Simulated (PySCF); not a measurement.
C3H6N2Si, SMILES C1=NCN=C[SiH2]1.

Geometry: B3LYP-D3(BJ)/def2-SVP. This is a generated structure with no PubChem entry under its InChIKey; it may be hypothetical. The values are those of a single conformer.

These are M06-2X/def2-TZVP in PySCF values and carry that method's errors.

Computed frontier levels, gap, dipole moment and polarisability:
```json
{
 "highest_occupied_level": "-7.63 eV",
 "lowest_empty_level": "-0.02 eV",
 "orbital_gap": "7.61 eV",
 "dipole_moment": "1.69 D",
 "quadrupole, principal values (traceless, Buckingham form, about the centre of nuclear charge)": "-3.12, 0.78, 2.34 D·Å",
 "mean_static_polarisability": "71.9 bohr³ (10.65 Å³)",
 "polarisability_principal_values": "51.1, 70.5, 94.1 bohr³"
}
```
